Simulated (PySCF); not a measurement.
CH7GeSi, CH5BGeN (calculated)

Calculation on a computer-drawn molecule: the log of a Hartree-Fock and frozen-core CCSD(T) single point meant for a local Hartree-Fock minimum, with one planted fault or none, to be diagnosed. Offsets are logged minus clean, where the clean run is the same molecule without the fault. The reference is restricted for singlets and unrestricted otherwise, and also for a bond in bohr or an excited solution. Adding or removing an electron swaps singlet and doublet. The excited solution moves the top pair (singlet) or top alpha electron (doublet) to the lowest empty orbital. Highest occupied and lowest empty are orbital energies over both spins, largest force is the largest gradient component, triples share is (T) over the correlation energy, the T1 limit is 0.02 restricted and 0.045 unrestricted, electrons count all cores, a negative frequency is imaginary (commonest isotopes), and the dipole is about the centre of nuclear charge; on germanium a core potential holds 10 electrons, which the energies leave out, and 3d is frozen in MP2 and coupled-cluster steps. Program: PySCF 2.14.0.

Common to all runs: meant basis and core potential on germanium cc-pVDZ-PP ECP10MDF; logged SCF converged yes; possible faults no fault, one electron removed, one electron added, multiplicity raised by two, geometry at a saddle point, SCF held on an excited solution, minimal basis STO-3G, one bond length entered in bohr, all coordinates scaled.

```json
{"entry": 1, "formula": "CH7GeSi", "logged_structure": {"atoms_angstrom": [["C", -1.5615, -0.2282, -2.9396], ["Si", -0.2263, 0.9997, -2.5391], ["Ge", 1.4134, 0.0659, -1.0371], ["H", -1.4748, -0.9368, -3.7585], ["H", -2.4475, -0.3473, -2.3224], ["H", 0.464, 1.4172, -3.7836], ["H", -0.8194, 2.1978, -1.8971], ["H", 0.7593, -0.3649, 0.2832], ["H", 2.0811, -1.1684, -1.6594], ["H", 2.5104, 1.0901, -0.7142]]}, "given": {"meant_charge": 0, "meant_multiplicity": 2, "meant_basis": "cc-pV(D+d)Z", "logged_electrons": 59, "logged_basis_functions": 95, "logged_spin_squared": 0.762, "logged_highest_occupied [eV]": -9.5808, "logged_lowest_empty [eV]": 2.1534, "logged_largest_force [hartree/bohr]": 1.2457e-05, "logged_lowest_frequency [cm^-1]": 96.122, "logged_T1_diagnostic": 0.013448, "logged_D1_diagnostic": 0.050624, "logged_triples_share": 0.024462, "logged_CC_converged": "yes", "logged_dipole_magnitude [debye]": 0.8726, "logged_SCF_stable_within_its_kind": "yes", "logged_energy_HF [hartree]": -624.2136, "logged_energy_CCSD(T) [hartree]": -624.60426, "drawn_bonds_atom": [1, 2, 1, 1, 2, 2, 3, 3, 3], "drawn_bonds_other_atom": [2, 3, 4, 5, 6, 7, 8, 9, 10], "drawn_bonds_order": [1, 1, 1, 1, 1, 1, 1, 1, 1]}, "results": {"planted_fault": "no fault", "HF_energy_offset_from_clean_run [kcal/mol]": 0.0, "CCSD(T)_energy_offset_from_clean_run [kcal/mol]": 0.0}}
{"entry": 2, "formula": "CH7GeSi", "logged_structure": {"atoms_angstrom": [["C", -1.5615, -0.2282, -2.9396], ["Si", -0.2263, 0.9997, -2.5391], ["Ge", 1.4134, 0.0659, -1.0371], ["H", -1.4748, -0.9368, -3.7585], ["H", -2.4475, -0.3473, -2.3224], ["H", 0.464, 1.4172, -3.7836], ["H", -0.8194, 2.1978, -1.8971], ["H", 0.7593, -0.3649, 0.2832], ["H", 2.0811, -1.1684, -1.6594], ["H", 2.5104, 1.0901, -0.7142]]}, "given": {"meant_charge": 0, "meant_multiplicity": 2, "meant_basis": "cc-pV(D+d)Z", "logged_electrons": 60, "logged_basis_functions": 95, "logged_spin_squared": 0.0, "logged_highest_occupied [eV]": -0.88424, "logged_lowest_empty [eV]": 8.3966, "logged_largest_force [hartree/bohr]": 0.057699, "logged_T1_diagnostic": 0.014952, "logged_D1_diagnostic": 0.049072, "logged_triples_share": 0.028916, "logged_CC_converged": "yes", "logged_dipole_magnitude [debye]": 6.204, "logged_SCF_stable_within_its_kind": "yes", "logged_energy_HF [hartree]": -624.17965, "logged_energy_CCSD(T) [hartree]": -624.61216, "drawn_bonds_atom": [1, 2, 1, 1, 2, 2, 3, 3, 3], "drawn_bonds_other_atom": [2, 3, 4, 5, 6, 7, 8, 9, 10], "drawn_bonds_order": [1, 1, 1, 1, 1, 1, 1, 1, 1]}, "results": {"planted_fault": "one electron added", "HF_energy_offset_from_clean_run [kcal/mol]": 21.31, "CCSD(T)_energy_offset_from_clean_run [kcal/mol]": -4.957}}
{"entry": 3, "formula": "CH5BGeN", "logged_structure": {"atoms_angstrom": [["C", -1.1547, -3.4913, 0.7126], ["Ge", -1.3024, -1.8446, 1.6855], ["B", -0.2375, -0.1832, 1.2504], ["N", 0.409, 0.8086, 0.9782], ["H", -2.1463, -3.7535, 0.3338], ["H", -0.8433, -4.2712, 1.4131], ["H", -0.4418, -3.4036, -0.1042], ["H", -2.269, -1.7747, 2.8508], ["H", 0.9342, 1.622, 0.7614]]}, "given": {"meant_charge": 1, "meant_multiplicity": 1, "meant_basis": "cc-pVDZ", "logged_electrons": 54, "logged_basis_functions": 90, "logged_spin_squared": 0.0, "logged_highest_occupied [eV]": -10.448, "logged_lowest_empty [eV]": -11.994, "logged_largest_force [hartree/bohr]": 0.37817, "logged_CC_converged": "no", "logged_dipole_magnitude [debye]": 10.984, "logged_SCF_stable_within_its_kind": "no", "logged_energy_HF [hartree]": -412.54616, "drawn_bonds_atom": [1, 2, 3, 1, 1, 1, 2, 4], "drawn_bonds_other_atom": [2, 3, 4, 5, 6, 7, 8, 9], "drawn_bonds_order": [1, 1, 2, 1, 1, 1, 1, 1]}, "results": {"planted_fault": "SCF held on an excited solution", "HF_energy_offset_from_clean_run [kcal/mol]": 304.7}, "notes": ["CCSD not converged"]}
```
